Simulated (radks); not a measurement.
Problem. These are the eigenvalues of the occupied orbitals of an atom or ion with whole-number occupations (hartree). All-electron calculation, scalar-relativistic Kohn-Sham, LDA (Slater exchange, Perdew-Wang correlation), spin-polarised, spherical densities, finite nucleus; Fermi nuclear charge, rms radius of each element as measured or else 0.836 A^(1/3) + 0.57 fm. Program: a radial shooting solver on a logarithmic mesh with Libxc functionals.

| orbital | eigenvalue |
|---|---|
| 1s up | -11.22374 |

Which element is it, and in what charge state? The configuration may be excited. Open shells, if any, are filled with parallel spins first.

Solution. Z = 5, boron, charge +4: B4+ in 1s1. The 1s level, -11.224 hartree, gives Z - s = 4.7 by -(Z - s)^2/2, which with screening and relativity narrows Z to a few neighbours, and with so few levels the electron count can be read from the list.
